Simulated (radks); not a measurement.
Ce19+, configuration [Kr] 4d3 (the NIST ground configuration).

All-electron calculation, non-relativistic Kohn-Sham, TPSS, spin-polarised, spherical densities, point nucleus; open shells are filled with parallel spins first (spin-orbit coupling, left out, can overturn this in heavy ions); meta-GGA in the generalised Kohn-Sham scheme; relativity is left out, which matters for an element this heavy. Program: a radial shooting solver on a logarithmic mesh with Libxc functionals.

Energy parts (hartree):
| part | energy |
|---|---|
| total | -8425.7885 |
| kinetic | 8423.7323 |
| electron-nucleus | -19246.7239 |
| Hartree | 2582.3649 |
| exchange-correlation | -185.1619 |

Orbitals (lengths in bohr, moments of r in powers of bohr; <r^-3> diverges for s and p1/2):
orbital	occ.	eigenvalue (hartree)	<1/r>	<r^-3>
1s down	1	-1426.661	57.48	-
1s up	1	-1426.661	57.48	-
2s up	1	-236.9290	13.28	-
2s down	1	-236.8603	13.28	-
2p up	3	-224.9940	13.29	6532
2p down	3	-224.9426	13.29	6535
3s up	1	-64.35403	4.959	-
3s down	1	-64.33149	4.961	-
3p up	3	-59.21562	4.890	1295
3p down	3	-59.18369	4.890	1294
3d up	5	-49.75304	4.773	216.7
3d down	5	-49.69128	4.773	216.5
4s up	1	-25.02282	2.238	-
4s down	1	-24.79778	2.235	-
4p up	3	-22.99851	2.169	330.5
4p down	3	-22.77464	2.166	329.6
4d up	3	-19.43624	2.033	50.61
4d down	0	-19.21638	2.030	50.51

The highest occupied level is 4d up at -528.89 eV. The electron density at the nucleus is 1.384e+05 e/bohr^3. Spin moment in Bohr magnetons: 3. Summed over all electrons, <r^2> = 6.622 bohr^2, which gives a Langevin (diamagnetic) susceptibility term of -5.25 x 10^-6 cm^3/mol. The density falls to 0.001 e/bohr^3 at r = 1.60 bohr. The spin density at the nucleus is -2.117 e/bohr^3 (1s -0.017, 2s -2.570, 3s -0.225, 4s 0.696). For comparison, the ionisation energy in NIST's Atomic Spectra Database is 543 eV (theoretical). In exact Kohn-Sham theory the highest level is minus the ionisation energy, but local and semilocal functionals leave it too shallow, through self-interaction and a potential that decays too fast; potentials with the right tail come closer.
